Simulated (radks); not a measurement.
The numbers below are computed, except where a source is named.
Ionisation of the vanadium ion V3+, [Ar] 3d2, to [Ar] 3d1 as the strength of local exchange is varied. Code: a radial shooting solver on a logarithmic mesh with Libxc functionals. Model: non-relativistic Kohn-Sham, Slater X-alpha exchange (alpha = 2/3 is LDA exchange), no correlation, spin-unpolarised, spherical densities, point nucleus.

| alpha | E(V3+) (hartree) | exchange (hartree) | IE (eV) | -e of the level emptied (eV) | <r> of it (bohr) |
|---|---|---|---|---|---|
| 0.565 | -931.91584 | -33.86699 | 42.278 | 33.604 (3d) | 1.216 |
| 0.594 | -933.65554 | -35.66236 | 42.949 | 34.214 (3d) | 1.206 |
| 0.609 | -934.55648 | -36.59316 | 43.299 | 34.532 (3d) | 1.201 |
| 0.613 | -934.79685 | -36.84162 | 43.393 | 34.617 (3d) | 1.199 |
| 0.667 | -938.04710 | -40.20615 | 44.668 | 35.781 (3d) | 1.181 |
| 0.748 | -942.94054 | -45.28873 | 46.622 | 37.572 (3d) | 1.156 |
| 0.823 | -947.49079 | -50.03304 | 48.476 | 39.279 (3d) | 1.134 |

NIST Atomic Spectra Database: 46.709 eV (measured). The Delta-SCF value meets it near alpha = 0.75. Spin polarisation and multiplet splitting are left out, so open shells lie too high by an amount that depends on their filling.

Beside tabulated values, note that spin-unpolarised runs miss the spin-polarisation part of the exchange energy of open shells.
